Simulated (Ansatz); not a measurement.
Mulliken charges of ClFH$_{3}$N$_{2}$Ta, SMILES `[NH]=[Ta]([NH2])([F])[Cl]` from r2SCAN/def2-TZVPP in Ansatz (PBE0-D4/def2-TZVP geometry).

```json
{"atom": "N1", "x (Å)": "-0.772", "y (Å)": "1.351", "z (Å)": "0.649", "charge (e)": "-0.459"}
{"atom": "Ta2", "x (Å)": "-0.332", "y (Å)": "0.117", "z (Å)": "-0.521", "charge (e)": "1.040"}
{"atom": "N3", "x (Å)": "0.900", "y (Å)": "-1.033", "z (Å)": "0.479", "charge (e)": "-0.466"}
{"atom": "F4", "x (Å)": "-1.842", "y (Å)": "-0.872", "z (Å)": "-1.070", "charge (e)": "-0.339"}
{"atom": "Cl5", "x (Å)": "0.735", "y (Å)": "1.057", "z (Å)": "-2.354", "charge (e)": "-0.301"}
{"atom": "H6", "x (Å)": "-1.115", "y (Å)": "2.087", "z (Å)": "1.243", "charge (e)": "0.164"}
{"atom": "H7", "x (Å)": "1.195", "y (Å)": "-0.902", "z (Å)": "1.433", "charge (e)": "0.193"}
{"atom": "H8", "x (Å)": "1.324", "y (Å)": "-1.863", "z (Å)": "0.085", "charge (e)": "0.168"}
```

**Question.** By hand: the dipole of these point charges (1 e Å = 4.8032 D).

**Answer.** Σ q r = (0.263, -0.184, 0.503) e Å, of length 0.597 e Å = 2.87 D.

**Question.** How does the dipole of the full density compare? (Estimate.)

**Answer.** The calculation gave: (0.267, -0.244, 0.411) e Å, 2.63 D; the point charges give 1.09 times that, at 10° from its direction.

Point charges leave out the atoms' own dipoles, such as those of lone pairs, and Mulliken's split depends on the basis, so the close match here is no proof of good charges.
